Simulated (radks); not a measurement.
Task: All-electron atom: a nucleus of charge 39.5 with 39 electrons in [Kr] 4d2 5s1. Method: scalar-relativistic Kohn-Sham, BLYP, spin-unpolarised, spherical densities, finite nucleus; Fermi nuclear charge, rms radius 4.2694 fm; computed with a radial shooting solver on a logarithmic mesh with Libxc functionals. Some entries of the table are withheld. Estimate them.

orbital  occ.  eigenvalue (Ry)  <r^2> (bohr^2)  <1/r> (bohr^-1)
1s          2        -1275.035        0.001903            40.69
2s          2              (1)         0.03209            9.112
2p          6        -156.7017         0.02527            8.885
3s          2        -28.53334          0.2498            3.083
3p          6        -22.31965          0.2586              (2)
3d         10        -12.09606          0.2600            2.682
4s          2         -3.89787           1.764            1.086
4p          6              (3)           2.310              (4)
5s          1         -0.47290           15.83           0.3423
4d          2         -0.37894           7.576           0.5542

Result: 
(1) 2s eigenvalue (Ry): -175.8189
(2) 3p <1/r> (bohr^-1): 2.926
(3) 4p eigenvalue (Ry): -2.35376
(4) 4p <1/r> (bohr^-1): 0.9437
